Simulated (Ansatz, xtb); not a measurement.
## AgGeH4OS+: which of two structures lies lower

We compare a, a singlet given by its coordinates, with b, a singlet given by its coordinates. Both are isolated ions in the gas phase, relaxed with B3LYP-D3(BJ)/def2-SVP.

a (Å):

| atom | x (Å) | y (Å) | z (Å) |
| --- | --- | --- | --- |
| Ag | 0.2437 | 1.9774 | -1.2639 |
| Ge | -0.7457 | -1.0546 | 0.4521 |
| O | 0.9356 | -2.2589 | 0.2112 |
| S | -0.8342 | -0.1734 | -1.4971 |
| H | 1.1999 | -2.3557 | -0.7228 |
| H | 1.0446 | -3.1188 | 0.6565 |
| H | -0.2359 | -0.2940 | 1.6784 |
| H | -1.7453 | -2.1845 | 0.7171 |

Close contacts (Å): Ag1–S4 2.42, Ge2–O3 2.08, Ge2–S4 2.14, Ge2–H7 1.53, Ge2–H8 1.53, O3–H5 0.98, O3–H6 0.97.

b (Å):

```yaml
atoms:
  - { symbol: Ag, position_ang: [0.1159, -0.2641, -2.0017] }
  - { symbol: Ge, position_ang: [-1.7525, -0.0860, 0.7535] }
  - { symbol: O, position_ang: [-2.0450, -0.3375, -1.0317] }
  - { symbol: S, position_ang: [0.5118, 0.1803, 0.5606] }
  - { symbol: H, position_ang: [0.4800, 1.5354, 0.5080] }
  - { symbol: H, position_ang: [-2.3972, 1.2142, 1.2340] }
  - { symbol: H, position_ang: [-2.0139, -1.3837, 1.5162] }
  - { symbol: H, position_ang: [-2.9401, -0.5705, -1.3277] }
```

Close contacts (Å): Ag1–O3 2.37, Ag1–S4 2.63, Ge2–O3 1.83, Ge2–S4 2.29, Ge2–H6 1.53, Ge2–H7 1.53, O3–H8 0.97, S4–H5 1.36.

Quicker runs give these differences E(b) − E(a): GFN2-xTB −38.3 kJ/mol; HF/STO-3G −113.8 kJ/mol (at GFN2-xTB geometries); r2SCAN-D4/def2-SVP −35.6 kJ/mol (at GFN2-xTB geometries).

Question: Estimate E(b) − E(a) at the level CCSD(T)/def2-SVP + ΔMP2/def2-TZVPP.

Answer: Calculated at CCSD(T)/def2-SVP + ΔMP2/def2-TZVPP: E(b) − E(a) = −35.1 kJ/mol, so structure b lies lower.

Level by level:

```json
{"level": "GFN2-xTB", "geometry": "GFN2-xTB", "E(b) − E(a) (kJ/mol)": "−38.3", "departure from the last row (kJ/mol)": "−3.3", "job, with rough time for the two": "optimisation, 0.36 s"}
{"level": "HF/STO-3G", "geometry": "GFN2-xTB", "E(b) − E(a) (kJ/mol)": "−113.8", "departure from the last row (kJ/mol)": "−78.7", "job, with rough time for the two": "single point, 2.4 s"}
{"level": "r2SCAN-D4/def2-SVP", "geometry": "GFN2-xTB", "E(b) − E(a) (kJ/mol)": "−35.6", "departure from the last row (kJ/mol)": "−0.5", "job, with rough time for the two": "single point, 4.8 s"}
{"level": "B3LYP-D3(BJ)/def2-SVP", "geometry": "B3LYP-D3(BJ)/def2-SVP", "E(b) − E(a) (kJ/mol)": "−31.5", "departure from the last row (kJ/mol)": "+3.6", "job, with rough time for the two": "optimisation, 72 s"}
{"level": "HF/def2-SVP", "geometry": "B3LYP-D3(BJ)/def2-SVP", "E(b) − E(a) (kJ/mol)": "−40.1", "departure from the last row (kJ/mol)": "−5.0", "job, with rough time for the two": "part of the CCSD(T) run"}
{"level": "MP2/def2-SVP", "geometry": "B3LYP-D3(BJ)/def2-SVP", "E(b) − E(a) (kJ/mol)": "−40.4", "departure from the last row (kJ/mol)": "−5.3", "job, with rough time for the two": "part of the CCSD(T) run"}
{"level": "CCSD(T)/def2-SVP", "geometry": "B3LYP-D3(BJ)/def2-SVP", "E(b) − E(a) (kJ/mol)": "−43.2", "departure from the last row (kJ/mol)": "−8.1", "job, with rough time for the two": "single point"}
{"level": "CCSD(T)/def2-SVP + ΔMP2/def2-TZVPP", "geometry": "B3LYP-D3(BJ)/def2-SVP", "E(b) − E(a) (kJ/mol)": "−35.1", "departure from the last row (kJ/mol)": "", "job, with rough time for the two": "single point, 60 s"}
```

The levels shown agree on the order. The largest departure from CCSD(T)/def2-SVP + ΔMP2/def2-TZVPP is that of HF/STO-3G, 78.7 kJ/mol. The last row adds to CCSD(T) the change of the MP2 difference between the two basis sets, here +8.1 kJ/mol.

With harmonic frequencies from B3LYP-D3(BJ)/def2-SVP (ideal gas, rigid rotor, one conformer each, 298.15 K, 1 atm): on the last row, ΔE + ΔZPE = −41.9 kJ/mol. A mode under 50 cm⁻¹ makes harmonic enthalpies and free energies unreliable, so none is given.

The correlated steps freeze 15 core orbitals; the filled d shell of Ge is correlated; the last core shell of Ag is correlated, in a basis made for valence electrons. Atoms past krypton carry core potentials in the def2 sets, other sets are all-electron and non-relativistic, and no spin–orbit term is included. Codes used: Ansatz 0.2.0, xtb 6.7.1; the last row on 2 threads of Arm Neoverse V2 on a shared host.
